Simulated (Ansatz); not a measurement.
GeH8SiSn: structure from calculated spectroscopic constants

These gas-phase data were calculated for one isomer of GeH8SiSn at PBE-D3(BJ)/def2-SVP (harmonic, unscaled wavenumbers; equilibrium rotational constants with average atomic masses):

* rotational constants: 3.897, 1.021, 0.8362 GHz
* all wavenumbers above 1500 cm⁻¹: 2171, 2170, 2151, 2084, 2083, 2064, 1843, 1831

Candidates:

(1) `[GeH3][SiH2][SnH3]`, a singlet
(2) `[SiH3][GeH2][SnH3]`, a singlet
(3) `[SiH3][SnH2][GeH3]`, a singlet

Q: Assign the data to one candidate and say why.

A: Candidate (3). 2 modes lie between 1650 and 2000 cm⁻¹, one for each Sn–H bond, while (1) has 3, (2) has 3.

The same quantities for all candidates:

```tsv
	rotational constants (GHz)	wavenumbers above 1500 cm⁻¹	E above the lowest, PBE-D3(BJ)/def2-SVP (kcal/mol)
(1)	6.897, 0.6146, 0.5773	2157, 2142, 2086, 2084, 2069, 1860, 1858, 1842	5.5
(2)	4.973, 0.8948, 0.7822	2172, 2170, 2154, 2066, 2052, 1858, 1857, 1840	2.3
(3)	3.897, 1.021, 0.8362	2171, 2170, 2151, 2084, 2083, 2064, 1843, 1831	0.0
```

Harmonic stretches to hydrogen usually lie a few per cent above observed fundamentals. Atoms past krypton carry core potentials. Programs: Ansatz 0.2.0.
